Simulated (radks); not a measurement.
Spherical quantum dot in the effective-mass picture: electrons in a parabolic well V = omega^2 r^2 / 2 with omega = 0.0657, all in effective atomic units (hartree* = m*/eps^2 hartree, bohr* = eps/m* bohr), one dielectric constant everywhere. Calculated with a radial shooting solver with Libxc functionals: non-relativistic Kohn-Sham, LDA (Slater exchange, Perdew-Wang correlation), spin-polarised, spherical densities. Levels are named by radial order and angular momentum (1s, 1p, 1d, 2s, ...), and open shells are averaged over m. Results are scaled to m* = 0.095 and eps = 8, for which hartree* = 40.39 meV and bohr* = 4.456 nm.

N = 27, configuration 1s2 1p6 1d10 2s2 1f(up 7, down 0). This is the lowest configuration that the search found (a dilute case). Occupied levels:

level,occupation,eigenvalue (meV),<r> (nm)
1s up,1,84.427,53.41
1s down,1,84.650,48.92
1p up,3,84.785,59.79
1p down,3,85.081,58.04
1d up,5,85.293,63.72
1d down,5,85.623,63.09
2s up,1,85.745,44.03
2s down,1,85.870,46.86
1f up,7,85.938,66.70

Energy (meV): total 1369.66, kinetic 35.255, external 471.86, Hartree 968.57, exchange-correlation -106.02.
